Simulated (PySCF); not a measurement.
**Excitation energy of La by level of theory**

La [Xe] 5d1 6s2 (2D) → La [Xe] 5d2 6s1, s spin flipped, as a difference of total energies. Computed with PySCF 2.14 in def2-QZVPPD with the def2 core potential (46 electrons) (7s5p4d3f2g, 81 functions), with scalar relativity through the core potential. The calculations carry no spin-orbit coupling.

| method | excitation energy (eV) |
| --- | --- |
| wB97M-V | 0.725 |
| r2SCAN0 | 0.268 |

The upper determinant mixes two multiplicities, so it lies between the two terms.
